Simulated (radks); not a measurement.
The numbers below are computed, except where a source is named.
Excited configurations of neutral antimony: one electron is placed in a higher orbital outside [Kr] 4d10 5s2 5p2. The ground configuration is [Kr] 4d10 5s2 5p3. Level of theory: scalar-relativistic Kohn-Sham, PBE, spin-polarised, spherical densities, point nucleus; open shells are filled with parallel spins first (spin-orbit coupling, left out, can overturn this in heavy ions) (a radial shooting solver on a logarithmic mesh with Libxc functionals). Excitation = E - E(ground); binding = E(ion) - E, where the ion is the core of charge +1; n* = 1/sqrt(2 binding) in atomic units, and the quantum defect is n - n*.

| outer orbital | excitation (eV) | binding (eV) | n* | quantum defect | eigenvalue (eV) |
|---|---|---|---|---|---|
| 4f | 7.995 | 0.972 | 3.741 | 0.259 | -0.475 |
| 5f | 8.282 | 0.686 | 4.455 | 0.545 | -0.405 |
| 6p | 6.644 | 2.323 | 2.420 | 3.580 | -1.312 |
| 6d | 7.677 | 1.291 | 3.247 | 2.753 | -0.722 |
| 7s | 7.273 | 1.694 | 2.834 | 4.166 | -1.064 |
| 7p | 7.664 | 1.303 | 3.231 | 3.769 | -0.799 |

The Delta-SCF ionisation energy is 8.968 eV (NIST Atomic Spectra Database: 8.608 eV, measured). Self-interaction in the functional shifts the binding energies and quantum defects, so they are the method's values and not measured ones. Open shells are spherical and high-spin; term and fine-structure splittings are not resolved. Spin-orbit splitting is averaged out at the scalar-relativistic level.
